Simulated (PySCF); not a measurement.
# Ionisation energy of Se²⁺ by level of theory

Se²⁺ [Ar] 3d10 4s2 4p2 (3P) → Se³⁺ [Ar] 3d10 4s2 4p1 (2P), as a difference of total energies. All numbers are calculated (PySCF 2.14, scalar relativity by spin-free X2C-1e, in x2c-SVPall). Correlated levels: valence: [Ar] 3d10 frozen. The calculations carry no spin-orbit coupling.

```csv
method,ionisation energy (eV)
UHF,30.956
TPSS,31.624
M06-2X,31.372
SCS-MP2 (valence),31.156
CCSD(T) (valence),31.261
```

Problem. Estimate what MP2 (valence) gives.

Solution. 31.225 eV, closest to CCSD(T) (valence) among the rows shown.

Problem. Estimate what CCSD (valence) gives.

Solution. 31.254 eV, closest to CCSD(T) (valence) among the rows shown.

The reference lies between the lowest fine-structure levels, while these numbers refer to the centres of the terms.

Errors of the correlated levels include the incompleteness of this basis and the frozen core.

For comparison: 31.697 ± 0.019 eV (measured; NIST Atomic Spectra Database, ionization energies).
